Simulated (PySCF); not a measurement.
B(F)(GeH3)(OH) (BFGeH4O), SMILES F[B](O)[GeH3].

The structure is a stationary point at r2SCAN-D4/def2-SVP. One conformer was computed; it need not be the lowest.

Level of theory: PySCF with PBE/def2-TZVP.

Symmetry labels are those of the subgroup Cs that the program uses (full group Cs).

Problem. List the valence orbital energies around the gap with their symmetry. (An estimate is asked for; the answer gives what the named calculation found.)

Solution. 
```csv
orbital,symmetry,energy (eV)
HOMO−7,A',-13.21
HOMO−6,A',-11.27
HOMO−5,A",-11.25
HOMO−4,A',-9.25
HOMO−3,A",-9.02
HOMO−2,A",-8.16
HOMO−1,A',-8.14
HOMO,A',-7.39
LUMO,A",-1.38
LUMO+1,A',-0.31
LUMO+2,A',0.38
LUMO+3,A',0.71
```
